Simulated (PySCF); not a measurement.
C₄H₄Cl₂, SMILES C(=C)=C(Cl)CCl. Heavy atoms are numbered as in [CH2:1]=[C:2]=[C:3]([Cl:4])[CH2:5][Cl:6]. Hydrogens are named by the atom that carries them.

Geometry: B3LYP-D3(BJ)/def2-SVP. The values are those of a single conformer.

Method: PBE/def2-TZVP in PySCF.

Atomic charges (e), one atom of each kind:

| atom | Löwdin | meta-Löwdin | Mulliken |
|---|---|---|---|
| C1 (CH2) | -0.18 | -0.27 | -0.26 |
| C2 | -0.09 | 0.02 | 0.05 |
| C3 | -0.49 | -0.03 | -0.01 |
| Cl4 | 0.39 | -0.04 | -0.09 |
| C5 (CH2) | -0.47 | -0.17 | -0.15 |
| Cl6 | 0.26 | -0.12 | -0.14 |
| H on C1 | 0.14 | 0.15 | 0.15 |
| H on C5 | 0.14 | 0.15 | 0.14 |

**Question.** Give the Mayer and Wiberg (Löwdin basis) orders of the bonds. (The exact figures need the calculation; the answer reports its results.)

**Answer.** 
```tsv
bond	Mayer	Wiberg
C1–C2	1.95	2.17
C2–C3	1.79	1.94
C3–Cl4	1.10	1.61
C3–C5	0.98	1.28
C5–Cl6	1.07	1.58
```
